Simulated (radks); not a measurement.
Ionisation of the selenium ion Se+, [Ar] 3d10 4s2 4p3, to [Ar] 3d10 4s2 4p2 as the strength of local exchange is varied. Method: Dirac Kohn-Sham, Slater X-alpha exchange (alpha = 2/3 is LDA exchange), no correlation, spin-unpolarised, spherical densities, point nucleus; open shells fill j = l - 1/2 first; computed with a radial shooting solver on a logarithmic mesh with Libxc functionals.

\begin{tabular}{lrrrrr}
alpha & E(Se+) (hartree) & exchange (hartree) & IE (eV) & -e of the level emptied (eV) & <r> of it (bohr) \\ \hline
0.667 & -2423.57300 & -81.35330 & 19.015 & 14.110 (4p3/2) & 2.154 \\
0.764 & -2435.43194 & -93.62452 & 20.202 & 15.215 (4p3/2) & 2.107 \\
0.804 & -2440.33850 & -98.71721 & 20.702 & 15.682 (4p3/2) & 2.088 \\
0.95 & -2458.32796 & -117.46580 & 22.577 & 17.442 (4p3/2) & 2.024 \\
0.952 & -2458.57527 & -117.72437 & 22.603 & 17.467 (4p3/2) & 2.023 \\
\end{tabular}

NIST Atomic Spectra Database: 21.20 eV (measured). The Delta-SCF value meets it near alpha = 0.84. Spin polarisation and multiplet splitting are left out, so open shells lie too high by an amount that depends on their filling.

Beside tabulated values, note that spin-unpolarised runs miss the spin-polarisation part of the exchange energy of open shells.
